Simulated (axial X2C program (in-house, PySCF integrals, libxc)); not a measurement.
# Potential curves of NiGe, without spin–orbit coupling

Calculated with an in-house all-electron X2C program for linear molecules (integrals from PySCF). Spin-free means the one-electron spin-free X2C Hamiltonian. Basis: Ge dyall-cv3z [9s9p7d4f1g], Ni dyall-cv3z [9s9p6d3f2g] (cores contracted in-house); Gaussian nuclei, density fitting, unrestricted open shells. Masses: Ge 73.921 u, Ni 57.935 u.

State: M_S = 0, Λ = 3 (beyond evenly filled blocks: π+β, δ+α, δ+β, δ-α). Energies in eV from the fragments at the same level (Ge + Ni). Fits are polynomials in 1 − R0/R over 0.85 to 1.23 times the lowest point R0.

```
 R (Å)     PBE0      HF
1.9679  -1.3835        
2.0584  -1.7305  1.8307
2.1263  -1.8757  1.5990
2.1941  -1.9484  1.4390
2.2620  -1.9667  1.3341
2.3412  -1.9373  1.2650
2.4203  -1.8687  1.2378
2.5221  -1.7422  1.2442
2.6465  -1.5530  1.2878
```

Occupations by symmetry block were frozen at the best pattern of an incomplete PBE0 search. Dissociation energies refer to the lowest single-determinant-based atoms at the same level and basis. Other states lie close and PBE0, whose exact exchange favours high spin, may order them wrongly; the determinant shown need not be the ground state. The nearest other spin-free determinant of the search, M_S = 1, Λ = 1, lies 0.013 eV up at the distance of the search. Without a current term, density functionals place determinants with orbital angular momentum somewhat too high. With several unpaired electrons one determinant need not be a pure state. Some points did not converge and are left out. The determinant is spin-polarised beyond a pure state at some levels (its spin-free form has ⟨S²⟩ too high), which makes Re and μ there less reliable. Spin-free De lacks the spin–orbit lowering of the heavy p-block atom, a tenth of an eV or more for 4p and 5p, up to an eV for 6p and one to two eV for 7p atoms, less what an open-shell molecule gains itself.

(1) Fit the PBE0 curve near its minimum: give the equilibrium distance, the harmonic wavenumber and the well depth.

(2) What are Re, ωe and De at the HF level?

## Answers

(1) At PBE0, spin-free: Re = 2.255 Å, ωe ≈ 275 cm⁻¹, De = 1.97 eV to Ge + Ni; Be follows as 0.102 cm⁻¹.

(2) At HF, spin-free: Re = 2.452 Å, ωe ≈ 181 cm⁻¹, De = -1.24 eV to Ge + Ni; Be follows as 0.0863 cm⁻¹.
